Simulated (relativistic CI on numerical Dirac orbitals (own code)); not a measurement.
# Forbidden lines of Pt45+

Method of calculation: Dirac-Coulomb-Breit CI, orbitals from a KLI potential per configuration, model QED (radiative potential, 1s self-energy scaled to tabulated hydrogen-like ionisation energies), unscaled Slater integrals (own radial code, finite nucleus).

Configurations in the expansion (outside the closed core [Ar] 3d10): 4s2.4p3, 4s.4p4, 4s2.4p2.4d, 4p5, 4s.4p3.4d, 4s2.4p2.4f, 4s.4p3.4f, 4p4.4d, 4s.4p2.4d2, 4s2.4p.4d.4f, 4p4.4f, 4s2.4p.4d2, 4s2.4d3, 4s.4p.4d3, 4s2.4d2.4f, 4s.4p.4d2.4f, 4p3.4d2, 4p2.4d3, 4p2.4d2.4f. Double excitations out of closed p, d and f shells are left out; levels of such configurations are missing from the list, as are those of other unlisted configurations, and high levels can miss mixing partners.

| λ vac (nm) | Lower | Upper | Type | A (s⁻¹) | E lower (Ry) | E upper (Ry) |
| --- | --- | --- | --- | --- | --- | --- |
| 6.3712 | 4s2.4p3 2D°_5/2 [3] | 4s2.4p2.4d 2G_9/2 [20] | M2 | 9.71e+03 | 9.2180 | 23.5209 |
| 9.2335 | 4s2.4p3 4S°_3/2 [2] | 4s2.4p3 2P°_3/2 [10] | M1 | 2.06e+07 | 8.7740 | 18.6431 |
| 9.3083 | 4s2.4p3 2P°_3/2 [1] | 4s2.4p3 2P°_1/2 [4] | E2 | 6.98e+05 | 0.0000 | 9.7898 |
| 9.3083 | 4s2.4p3 2P°_3/2 [1] | 4s2.4p3 2P°_1/2 [4] | M1 | 1.02e+07 | 0.0000 | 9.7898 |
| 9.5831 | 4s2.4p2.4d 4D_7/2 [18] | 4s2.4p2.4d 4F_9/2 [49] | M1 | 5.93e+06 | 23.0189 | 32.5279 |
| 9.6685 | 4s2.4p3 2D°_5/2 [3] | 4s2.4p3 2P°_3/2 [10] | E2 | 1.35e+06 | 9.2180 | 18.6431 |
| 9.6685 | 4s2.4p3 2D°_5/2 [3] | 4s2.4p3 2P°_3/2 [10] | M1 | 4.92e+06 | 9.2180 | 18.6431 |
| 9.8857 | 4s2.4p3 2P°_3/2 [1] | 4s2.4p3 2D°_5/2 [3] | E2 | 7.37e+05 | 0.0000 | 9.2180 |
| 9.8857 | 4s2.4p3 2P°_3/2 [1] | 4s2.4p3 2D°_5/2 [3] | M1 | 2.89e+06 | 0.0000 | 9.2180 |
| 10.117 | 4s2.4p2.4d 2G_9/2 [20] | 4s2.4p2.4d 4F_9/2 [49] | M1 | 7.31e+06 | 23.5209 | 32.5279 |
| 10.293 | 4s2.4p3 2P°_1/2 [4] | 4s2.4p3 2P°_3/2 [10] | M1 | 4.18e+06 | 9.7898 | 18.6431 |
| 10.386 | 4s2.4p3 2P°_3/2 [1] | 4s2.4p3 4S°_3/2 [2] | M1 | 1.66e+07 | 0.0000 | 8.7740 |
| 10.399 | 4s2.4p2.4d 2D_5/2 [6] | 4s2.4p2.4d 2G_9/2 [20] | E2 | 2.94e+05 | 14.7580 | 23.5209 |
| 11.554 | 4s2.4p2.4d 2F_7/2 [22] | 4s2.4p2.4d 4F_9/2 [49] | M1 | 4.63e+06 | 24.6407 | 32.5279 |
| 45.385 | 4s2.4p2.4d 2G_7/2 [14] | 4s2.4p2.4d 2G_9/2 [20] | M1 | 1.22e+05 | 21.5130 | 23.5209 |

Terms are leading LS components. Brackets give the number of a level in order of energy, since labels repeat. The list gives strong lines, with weight on those to low levels, among the lowest 200 of 3430 levels, so that lines to higher ones, which can be the strongest, are missing. Levels whose partners in the same complex of configurations lie outside the list can be far off, and so can their lines. Rates are taken at the computed energies, electric ones in the length gauge.

At this charge energies of transitions that change n are usually good to better than 1 %, and those within a shell (Δn = 0) to a few per cent.

LS names give the leading component of a level, which can be under half, so a name can repeat, a term be missing and a line seem to break the LS rules.
